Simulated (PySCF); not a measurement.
Pt⁺ (platinum, charge +1) across methods

[Xe] 4f14 5d8 6s1, high-spin 4F determinant (an excited configuration). Calculation: PySCF 2.14, in x2c-TZVPPall; the spin-free X2C one-electron Hamiltonian (Gaussian nucleus).

```
 method   E (hartree)  mean ε 5d α (eV)  mean ε 5d β (eV)  mean ε 6s α (eV)  Σ⟨r²⟩ (bohr²)   ⟨S²⟩
   MN15     -18427.83           -19.812           -18.489           -16.059          51.55  3.751
LC-wPBE     -18415.16           -21.697           -20.238           -17.623          51.50  3.751
    LDA     -18404.03           -17.478           -16.082           -14.886          51.79  3.750
   PBE0     -18415.20           -19.033           -17.480           -15.343          51.56  3.751
    UHF  -18409.84799           -23.390           -21.372           -16.920          51.55  3.753
 PBEsol     -18409.85           -17.321           -15.862           -14.673          51.74  3.751
    PBE     -18415.43           -17.285           -15.853           -14.588          51.81  3.751
```

Q: Estimate the same row for r2SCAN.

A: E (hartree) = -18415.49; mean ε 5d α (eV) = -17.682; mean ε 5d β (eV) = -16.151; mean ε 6s α (eV) = -14.934; Σ⟨r²⟩ (bohr²) = 51.44; ⟨S²⟩ = 3.752.

Spin-orbit coupling, absent here, splits the open shell strongly.
